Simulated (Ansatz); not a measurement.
Cost and result up the ladder for SnH2Me(NHMe) (C2H9NSn) (13 atoms). The state is a singlet with charge 0. Geometry: B3LYP-D4/def2-SVP.

```
atom   x (Å)   y (Å)   z (Å)
  C1  -0.105   2.100  -1.275
  C2   0.617  -1.910   1.174
  N3   0.758  -0.624   0.511
 Sn4  -0.861   0.277  -0.390
  H5  -1.406  -0.859  -1.566
  H6  -2.152   0.616   0.720
  H7  -0.893   2.593  -1.862
  H8   0.742   1.860  -1.934
  H9   0.235   2.789  -0.487
 H10   1.301   0.027   1.077
 H11   0.034  -1.903   2.121
 H12   0.122  -2.630   0.500
 H13   1.609  -2.337   1.410
```

Ansatz on 2 threads of Arm Neoverse N1 on a shared host. Times are rough, and most runs start from the orbitals of an earlier one. r2SCAN0-D4/def2-TZVP serves as the yardstick here, not as an exact answer. Differences are given only for rows in sets of like size (and for xTB, whose basis is part of the method), since another set adds its own error. Binding counts from free atoms at the same level (C triplet, N quartet, Sn triplet, H doublet; other spins of the atoms weren't run), without zero-point energy or a counterpoise term.

In the def2 sets Sn takes a core potential; there is no spin–orbit coupling. Correlated methods freeze 7 core orbitals; core or outer-core shells of Sn are correlated, in sets that lack core-valence functions. The rows differ in basis, and correlated rows in double-zeta sets carry the largest basis error.

Correlated methods converge slowly with the basis, most of all in double-zeta sets.

| level | functions | binding energy per atom (eV) | difference from r2SCAN0-D4/def2-TZVP (eV) |
| --- | --- | --- | --- |
| CCSD(T)/def2-SVP | 113 | 3.23 | – |
| PBE-D4/def2-SVP | 113 | 3.46 | – |
| PBE-D4/def2-TZVP (with forces) | 197 | 3.46 | 0.09 |
| r2SCAN0-D4/def2-TZVP | 197 | 3.37 | 0.00 |
| MP2/def2-TZVP | 197 | 3.28 | -0.09 |
| r2SCAN-D4/def2-TZVP | 197 | 3.41 | 0.04 |
| revPBE-D4/def2-TZVP | 197 | 3.38 | 0.02 |
| PBE0-D4/def2-TZVP | 197 | 3.41 | 0.04 |
| PBE0-D4/def2-SVP | 113 | 3.41 | – |

(1) Estimate how long each takes.

## Answers

(1) PBE-D4/def2-SVP 2.6 s; PBE0-D4/def2-SVP 3.5 s; revPBE-D4/def2-TZVP 5.5 s; PBE-D4/def2-TZVP (with forces) 6.5 s; MP2/def2-TZVP 7 s; PBE0-D4/def2-TZVP 7.5 s; r2SCAN-D4/def2-TZVP 10 s; r2SCAN0-D4/def2-TZVP 12 s; CCSD(T)/def2-SVP 31 s. On shared hardware such times vary by a factor of up to 3.
